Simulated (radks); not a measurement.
Problem. Radial electron density D(r) = 4 pi r^2 rho(r) of an atom or ion with 40 electrons. Method: scalar-relativistic Kohn-Sham, r2SCAN, spin-unpolarised, spherical densities, finite nucleus; meta-GGA in the generalised Kohn-Sham scheme; Fermi nuclear charge, rms radius of each element as measured or else 0.836 A^(1/3) + 0.57 fm; computed with a radial shooting solver on a logarithmic mesh with Libxc functionals.

| r (bohr) | D(r) (e/bohr) |
|---|---|
| 0.002982 | 6.065 |
| 0.003883 | 9.266 |
| 0.005056 | 13.83 |
| 0.006584 | 20.02 |
| 0.008642 | 28.13 |
| 0.01125 | 37.15 |
| 0.01465 | 45.99 |
| 0.01923 | 52.63 |
| 0.02504 | 54.50 |
| 0.03261 | 51.53 |
| 0.0428 | 46.98 |
| 0.05574 | 47.54 |
| 0.07258 | 56.21 |
| 0.0945 | 66.34 |
| 0.124 | 65.09 |
| 0.1615 | 51.45 |
| 0.2103 | 42.66 |
| 0.2761 | 48.86 |
| 0.3595 | 51.30 |
| 0.4681 | 35.64 |
| 0.6144 | 17.07 |
| 0.8 | 12.24 |
| 1.042 | 12.50 |
| 1.356 | 8.851 |
| 1.78 | 3.826 |
| 2.318 | 1.132 |
| 3.019 | 0.2279 |
| 3.963 | 0.02453 |
| 5.16 | 0.001214 |

What is the nuclear charge?

Solution. Z = 43. The innermost maximum, from 1s, lies near gamma/Z bohr with gamma = sqrt(1 - (Z/c)^2) = 0.949, here 0.0221 bohr (found: 0.0241), and its height grows with Z. The density is that of the technetium ion Tc3+ in [Kr] 4d4; the configuration itself is not fixed sharply by these data, and Z only to a few units. D(r) has 4 maxima, at r = 0.0241, 0.107, 0.329, 0.962 bohr, and minima at 0.0483, 0.212, 0.794 bohr, inside which lie 2.03, 11.07, 29.18 electrons.
